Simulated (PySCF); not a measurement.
## Radial density of I²⁺ (iodine, charge +2)

UHF, [Kr] 4d10 5s1 5p4, 5s spin antiparallel (an excited configuration). All numbers are calculated (PySCF 2.14, a scalar-relativistic core potential, in def2-TZVPPD with the def2 core potential (28 electrons) (7s6p4d2f, 59 functions)). This is the valence pseudo-density: the core potential removes the inner electrons and smooths the orbitals near the nucleus.

```
r (bohr)  4πr²ρ (e/bohr)  4πr²(ρα − ρβ)
 0.00208       1.316e-05         0.0000
 0.00351       3.630e-05         0.0000
 0.00590       9.595e-05         0.0000
 0.00992       0.0002294         0.0000
  0.0167       0.0004658         0.0000
  0.0281       0.0008248        -0.0001
  0.0472        0.001311        -0.0001
  0.0794        0.003681        -0.0001
   0.134         0.02800         0.0001
   0.225          0.3506         0.0010
   0.378           5.186         0.0052
   0.636           26.21         0.0740
    1.07           14.13        -0.0913
    1.80           3.925         0.4058
    3.02           1.078         0.3915
    5.09         0.02316         0.0118
    8.56       1.856e-05         0.0000
```

Energies and moments cover only the electrons outside the core potential. With the s spin flipped the determinant is a mixture of two multiplicities, not a spectroscopic state.
